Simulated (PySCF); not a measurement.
**Working out the ionisation energy of Ba²⁺**

Ba²⁺ [Xe] (1S) → Ba³⁺ [Kr] 4d10 5s2 5p5 (2P). Calculation: PySCF 2.14, in def2-TZVP with the def2 core potential (46 electrons) (6s4p3d1f, 40 functions); a scalar-relativistic core potential. Frozen: 5s2. Energies in hartree (1 hartree = 27.21139 eV):

| part | Ba²⁺ (lower) | Ba³⁺ (upper) |
| --- | --- | --- |
| UHF | -24.594824 | -23.269201 |
| CCSD correlation | -0.104179 | -0.075654 |
| (T) | -0.002663 | -0.001571 |

Problem. What does Hartree-Fock give?

Solution. (-23.269201) − (-24.594824) = 1.325623 hartree = 36.072 eV.

Problem. What do CCSD and CCSD(T) give?

Solution. The CCSD correlation energies differ by 0.028525 hartree = 0.776 eV and the triples by 0.001092 hartree = 0.030 eV, so CCSD gives 36.848 eV and CCSD(T) 36.878 eV.

Reference: 35.844 eV (measured; NIST Atomic Spectra Database, ionization energies), between the lowest levels; spin-orbit coupling is absent from the calculation.

What remains against the reference includes basis incompleteness, the frozen core and higher excitations.
